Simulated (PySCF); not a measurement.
Complete the spectrum of C6H14OSi

Compound: C6H14OSi.
SMILES: `[C@@H]1(OC)CC[C@@H](C)[SiH2]1`

Level of theory: TDDFT CAM-B3LYP/def2-SVPD, vertical, gas phase, core orbitals frozen in the response (PySCF 2.14.0, density-fitted response routines). One conformer (not necessarily the lowest) at the PBE0-D3(BJ)/def2-SVP geometry, without solvent, vibrations or thermal averaging.

Lowest singlets, with some entries withheld (?).

| state | E (eV) | f | main configurations (H = HOMO, L = LUMO) |
| --- | --- | --- | --- |
| S1 | 6.98 | 0.0064 | H→L+1 (68%), H→L (9%) |
| S2 | 7.13 | 0.0018 | H→L (60%), H→L+1 (13%), H-1→L (9%) |
| S3 | 7.41 | 0.011 | H-1→L+1 (52%), H-1→L (10%) |
| S4 | 7.52 | 0.0094 | H-1→L (43%), H→L+2 (16%), H-1→L+1 (13%) |
| S5 | 7.74 | 0.012 | H→L+3 (15%), H-2→L+1 (15%), H→L+5 (14%) |
| S6 | ? | 0.044 | H→L+5 (30%), H-2→L (22%), H-2→L+1 (10%) |
| S7 | ? | 0.0006 | H→L+2 (36%), H→L+3 (18%), H-1→L (13%) |
| S8 | ? | 0.031 | H→L+4 (50%), H→L+7 (19%) |
| S9 | ? | 0.0094 | H-2→L (26%), H→L+7 (12%), H-1→L+5 (11%) |
| S10 | ? | 0.040 | H→L+3 (20%), H-2→L+1 (14%), H→L+2 (14%) |

Problem. What stands in place of each question mark?

Solution. 
- S6: E = 7.84 eV
- S7: E = 7.94 eV
- S8: E = 8.06 eV
- S9: E = 8.14 eV
- S10: E = 8.21 eV

Problem. How far apart are S2 and S3, in eV and cm⁻¹?

Solution. 7.408 − 7.129 = 0.279 eV, or about 2260 cm⁻¹.

Problem. What is the vertical ionisation energy by ΔSCF at this level?

Solution. 9.29 eV; −ε(HOMO) is 8.65 eV.

Problem. Where do the lowest triplets lie (Tamm–Dancoff)?

Solution. T1 6.65 eV, H→L+1 (39%), H→L (24%), H-1→L (8%); T2 6.92 eV, H→L+1 (36%), H→L (20%), H-1→L+1 (18%); T3 7.10 eV, H-1→L+1 (32%), H→L (20%), H→L+3 (14%); T4 7.28 eV, H-1→L (33%), H→L+5 (11%), H→L+3 (9%). E(S1) − E(T1) = +0.33 eV.
